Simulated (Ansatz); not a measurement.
A trace of molecular dynamics of C$_{4}$H$_{10}$OSi (16 atoms, charge 0, multiplicity 1).

The calculation used RKS PBE/STO-3G (Ansatz).

```yaml
ensemble: NVT, Nosé–Hoover chain
set_temperature: 400 K
thermostat: time constant 50 fs, chain length 1
seed: 496651
```

| time (fs) | T (K) | potential energy less start (eV) | conserved less start (meV/atom) |
| --- | --- | --- | --- |
| 0.0 | 400 | 0.000 | 0.00 |
| 4.0 | 227 | 0.350 | 2.24 |
| 8.0 | 125 | 0.577 | 4.76 |
| 12.0 | 172 | 0.524 | 6.44 |
| 16.0 | 167 | 0.549 | 7.01 |
| 20.0 | 229 | 0.406 | 4.38 |
| 24.0 | 189 | 0.484 | 3.92 |
| 28.0 | 208 | 0.468 | 4.33 |
| 32.0 | 322 | 0.270 | 3.42 |
| 36.0 | 240 | 0.458 | 4.35 |
| 40.0 | 169 | 0.622 | 5.26 |
| 44.0 | 177 | 0.639 | 6.00 |
| 48.0 | 221 | 0.590 | 6.36 |
| 52.0 | 316 | 0.448 | 5.76 |
| 56.0 | 281 | 0.565 | 6.27 |
| 60.0 | 210 | 0.732 | 6.54 |
| 64.0 | 366 | 0.452 | 4.04 |
| 68.0 | 418 | 0.402 | 2.86 |
| 72.0 | 271 | 0.763 | 5.69 |
| 76.0 | 247 | 0.887 | 8.12 |
| 80.0 | 325 | 0.804 | 8.37 |

Question: Is this trajectory sound?

Answer: The conserved energy wandered by up to 9.9 meV per atom (net 8.4 meV per atom), which is poor conservation. The mean temperature of the second half is 32 % below the set value. A step of 2 fs is long for free X–H stretches (periods near 10 fs) and can bias their spread and the temperature. A run of 0.08 ps of so small a system gives no equilibrium averages. Limits of this set-up: minimal basis. The time step was 2 fs.

Run time: 95 s on 1 thread of Arm Neoverse V2, with other jobs on the host, peak memory 0.086 GiB.
